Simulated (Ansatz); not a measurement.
Ansatz (a program for electronic structure) input:
A basis named .json is the Basis Set Exchange file of that set.

Ansatz 0.2 input:
```yaml
crystal:
  periodic: [false, false, false]
  atoms:
    - {symbol: B, position_ang: [0.01827732, -0.01967071, 0.02476731]}
    - {symbol: F, position_ang: [1.23929023, -0.49341957, -0.23190531]}
    - {symbol: F, position_ang: [-0.51025756, -0.29119197, 1.21980641]}
    - {symbol: N, position_ang: [-0.67924097, 0.73102389, -0.92042913]}
    - {symbol: H, position_ang: [-1.59871957, 1.09644554, -0.74685486]}
    - {symbol: H, position_ang: [-0.29927426, 0.94624460, -1.82508776]}
basis:
  gaussian:
    orbitals: aug-cc-pVTZ
    fitting: {mean_field: def2-universal-jkfit, correlation: aug-cc-pVTZ-RIFIT.json}
magnetization: {spin_polarized: true, initial_magnetization: 2}
correlation: {method: mp2, electrons: outside_noble_gas}
```

**Question.** Which total energy does the run end on?

**Answer.** -280.03187 Eh (RI-MP2/aug-cc-pVTZ). The basis has 230 functions.

This state (charge 0, triplet) is run at the relaxed geometry of the species with charge 0 and multiplicity 1, and is a spin state other than that species' own.
